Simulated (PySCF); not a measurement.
## Computed structure and properties of [Er(HCN)]3+

System: [Er(HCN)]3+ (singlet in the valence; each metal's 4f electrons, 11 of them, lie in its core potential, out of spins and levels); start: template (C∞v). Method: PySCF 2.14.0, RKS PBE0, Er lcecp-1-SVP with ECP57, N def2-SVP, C def2-SVP, H def2-SVP; non-relativistic Hamiltonian with scalar-relativistic core potentials where named; density fitting; no spin-orbit coupling.

Input of the relaxation:

```python
mol = gto.M(atom='''
Er     0.00000     0.00000    -0.43133
N      0.00000     0.00000     2.05117
C      0.00000     0.00000     3.21117
H      0.00000     0.00000     4.28117''',
    basis={'Er': 'lcecp-1-SVP', 'N': 'def2-SVP', 'C': 'def2-SVP', 'H': 'def2-SVP'},
    ecp={'Er': 'lcecp-1-SVP'},
    charge=3, spin=0)
mf = dft.RKS(mol, xc='PBE0')
mf.grids.atom_grid = (50, 194)  # f atoms: unpruned, at least (60, 302)
mf = mf.density_fit()  # fitting sets: Er AutoAux, N def2-universal-JKFIT, C def2-universal-JKFIT, H def2-universal-JKFIT
mf.conv_tol = 1e-08; mf.max_cycle = 55
mf.kernel(dm0)  # dm0: converged density of the start geometry
# quasi-Newton relaxation in Cartesian coordinates to a largest gradient under 0.00045 Eh/bohr, steps kept in the point group
```

Run from Python with OMP_NUM_THREADS=2; the lines above give its settings. Where DIIS fails, smearing, a level shift and second-order steps follow.
It took 35 s on 2 threads of Intel(R) Xeon(R) Processor @ 2.50GHz (Skylake/Cascade Lake), on a shared host, from the converged density of the start.

Course of the relaxation:

```json
{"step": "0", "energy above end (eV)": "0.4805", "largest force component within the symmetry (eV/Å)": "2.415"}
{"step": "1", "energy above end (eV)": "0.1922", "largest force component within the symmetry (eV/Å)": "1.843"}
{"step": "2", "energy above end (eV)": "0.0638", "largest force component within the symmetry (eV/Å)": "1.417"}
{"step": "3", "energy above end (eV)": "0.0067", "largest force component within the symmetry (eV/Å)": "0.417"}
{"step": "4", "energy above end (eV)": "0.0004", "largest force component within the symmetry (eV/Å)": "0.084"}
{"step": "5", "energy above end (eV)": "0.0000", "largest force component within the symmetry (eV/Å)": "0.076"}
{"step": "6", "energy above end (eV)": "0.0000", "largest force component within the symmetry (eV/Å)": "0.045"}
{"step": "7", "energy above end (eV)": "0.0000", "largest force component within the symmetry (eV/Å)": "0.001"}
```

Relaxed geometry (C∞v):

```xyz
4

Er    0.0000    0.0000   -0.2181
N     0.0000    0.0000    1.9597
C     0.0000    0.0000    3.1266
H     0.0000    0.0000    4.2440
```

| contact | Å |
| --- | --- |
| Er1–N2 (HCN) | 2.178 |

On the finer grid (75, 302):

| Quantity | Value |
| --- | --- |
| HOMO | -27.29 eV |
| LUMO | -19.91 eV |
| Dipole about the centre of mass | 5.23 D |
| Set of Mulliken populations of Er1 outside the core potential | s 2.08, p 6.05, d 0.36, f 0.02 |
| D3(BJ) dispersion energy (not in the energies) | -0.088 eV |

```
atom  Mulliken (e)  Löwdin (e)  spin (e)
 Er1          2.48        2.34      0.00
  N2         -0.19       -0.07      0.00
  C3          0.38        0.55      0.00
  H4          0.32        0.19      0.00
```

The 4f levels lie in the core potential and are missing. Their spin isn't counted.

On the grid (50, 194), as all that follows. Harmonic modes: a minimum; lowest 272 cm⁻¹ (negative: unstable), highest 3146 cm⁻¹, zero-point energy 0.495 eV.

Taking off one HCN (charge 0, singlet; the rest: singlet) in vacuum, both parts rigid, costs 6.03 eV; the small basis without counterpoise inflates it. Parting with an electron moved from the ligand to the metal can be far cheaper, even downhill.

Rigid scan of HCN along the line from its metal:

(distance to N2 (Å), energy (eV)): (1.88, 1.016), (1.98, 0.388), (2.08, 0.084), (2.18, 0.000), (2.28, 0.064), (2.38, 0.223), (2.58, 0.697)

One start shape was tried, so this needn't be the lowest isomer.

An lcecp potential fixes the number of 4f electrons, so in runs with it no electron can move into or out of that shell.
